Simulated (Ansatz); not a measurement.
Ansatz (a quantum-chemistry and plane-wave program) input (CCSD(T)/aug-cc-pVDZ):

Ansatz 0.2 input:
```yaml
crystal:
  periodic: [false, false, false]
  atoms:
    - {symbol: Ge, position_ang: [0.00178174, -0.00229427, 0.34278814]}
    - {symbol: F, position_ang: [0.71184924, 1.29400621, -0.60448421]}
    - {symbol: F, position_ang: [-0.71818432, -1.28584881, -0.61431806]}
basis:
  gaussian:
    orbitals: aug-cc-pVDZ
magnetization: {spin_polarized: true, initial_magnetization: 2}
correlation: {method: ccsd_t, electrons: outside_noble_gas}
output: {forces: true}
```

End of the output:

```
integrals: 0.12 GiB planned
828 factors; integrals over basis functions are off by at most 3.7e-4 eV
mean field: 0.38 GiB planned
mean field evaluation 1: about -61881.7337 eV, gradient 2.4e1 eV
mean field evaluation 2: about -61881.7552 eV, gradient 2.4e1 eV
mean field evaluation 4: about -61884.5144 eV, gradient 2.6e0 eV
mean field evaluation 8: about -61884.6518 eV, gradient 2.8e-1 eV
mean field evaluation 16: about -61883.5187 eV, gradient 1.7e1 eV
mean field evaluation 32: about -61881.1254 eV, gradient 2.0e-1 eV
mean field -61884.65390053 eV, -2274.2190839196 hartree, gradient 3.5e-6 eV, S^2 2.007139; 0 other end points of the search recorded, 0 dependent functions left out
16 core orbitals not correlated
reference -61884.65390053 eV, -2274.2190839196 hartree; 10, 8 occupied and 56, 58 virtual orbitals, 828 factors
densities: 0.49 GiB planned
second order -12.96933615 eV of doubles, -0.00000000 eV of singles
coupled cluster: 0.36 GiB planned
cycle   1  -12.65044318 eV  change    3.2e-1 eV  update   1.1e-1
cycle   2  -12.98688959 eV  change   -3.4e-1 eV  update   3.5e-2
cycle   3  -13.08528805 eV  change   -9.8e-2 eV  update   2.0e-2
cycle   4  -13.08214046 eV  change    3.1e-3 eV  update   5.5e-3
cycle   5  -13.07738383 eV  change    4.8e-3 eV  update   3.0e-3
cycle   6  -13.07911680 eV  change   -1.7e-3 eV  update   1.3e-3
cycle   7  -13.07969566 eV  change   -5.8e-4 eV  update   6.1e-4
cycle   8  -13.07955291 eV  change    1.4e-4 eV  update   2.5e-4
cycle   9  -13.07957942 eV  change   -2.7e-5 eV  update   1.2e-4
cycle  10  -13.07957947 eV  change   -4.6e-8 eV  update   4.3e-5
cycle  11  -13.07955968 eV  change    2.0e-5 eV  update   2.1e-5
cycle  12  -13.07957634 eV  change   -1.7e-5 eV  update   8.6e-6
cycle  13  -13.07957581 eV  change    5.3e-7 eV  update   2.9e-6
cycle  14  -13.07957727 eV  change   -1.5e-6 eV  update   1.3e-6
perturbative correction -0.35232382 eV, -0.0129476615 hartree
the calculation of the forces begins
mean field evaluation 64: about -61884.6539 eV, gradient 3.5e-6 eV
Total energy: -61898.08580162 eV, -2274.7126971801 hartree
Atom 0 at     0.001782    -0.002294     0.342788 Å, force     0.001492    -0.001922     0.287122 eV/Å
Atom 1 at     0.711849     1.294006    -0.604484 Å, force     0.077207     0.141593    -0.143025 eV/Å
Atom 2 at    -0.718184    -1.285849    -0.614318 Å, force    -0.078700    -0.139671    -0.144097 eV/Å
Dipole moment:     0.002265    -0.002916     0.435753 e Å
```

This is an excited triplet: at this geometry the singlet lies 3.30 eV lower at RI-MP2/CBS(aug-cc-pVTZ,aug-cc-pVQZ)+[CCSD(T)-MP2]/aug-cc-pVTZ.
